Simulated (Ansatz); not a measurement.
The pair A = C2H2 (SMILES C#C) (first 4 atoms), B = CH5N (SMILES CN); geometry from B3LYP-D3(BJ)/def2-TZVP.
(charge 0, multiplicity 1):
```xyz
11

C      0.2561    -0.6522     0.0355
C     -0.0976     0.4239     0.4223
H      0.5681    -1.6084    -0.3081
H     -0.4164     1.3766     0.7690
C     -0.5878     0.4540     4.0345
N      0.5941    -0.3644     3.7790
H     -0.7301     0.5631     5.1111
H     -1.4686    -0.0551     3.6401
H     -0.5616     1.4639     3.5983
H      1.4288     0.0894     4.1297
H      0.7205    -0.4967     2.7827
```

Correlated levels freeze the cores. MP2 and its Hartree–Fock in aug-cc-pVTZ are density fitted.

Codes used: Ansatz (an electronic-structure program). 

The counterpoise-corrected interaction energy is E(AB) − E(A in the pair's basis) − E(B in the pair's basis). Total energies (hartree):

```tsv
level	AB	A in the pair's basis	B in the pair's basis
HF/aug-cc-pVDZ	-172.0591049	-76.8288709	-95.2308702
MP2/aug-cc-pVDZ	-172.6676240	-77.0915240	-95.5738709
HF/aug-cc-pVTZ	-172.1055412	-76.8506879	-95.2554452
MP2/aug-cc-pVTZ	-172.8338506	-77.1639208	-95.6672218
CCSD(T)/aug-cc-pVDZ	-172.7358510	-77.1199627	-95.6139238
```

Problem. Work out the counterpoise-corrected interaction energy at the basis-set limit: extrapolate the MP2 correlation part as X⁻³, take Hartree–Fock from the larger set, and add the CCSD(T) − MP2 difference of aug-cc-pVDZ.

Solution. 
1. Differences (1 hartree = 627.509 kcal/mol): HF/aug-cc-pVDZ 0.399; MP2/aug-cc-pVDZ -1.399; HF/aug-cc-pVTZ 0.371; MP2/aug-cc-pVTZ -1.699; CCSD(T)/aug-cc-pVDZ -1.233.
2. Correlation parts, MP2 less HF: -1.798 in aug-cc-pVDZ (X = 2), -2.071 in aug-cc-pVTZ (X = 3).
3. Limit (3³·(-2.071) − 2³·(-1.798))/(3³ − 2³) = -2.186; with HF/aug-cc-pVTZ it gives -1.814.
4. CCSD(T) less MP2 in aug-cc-pVDZ: 0.166.
Result: -1.65 kcal/mol, against -1.40 at MP2/aug-cc-pVDZ. It is an estimate of this method's limit, not of the exact value.
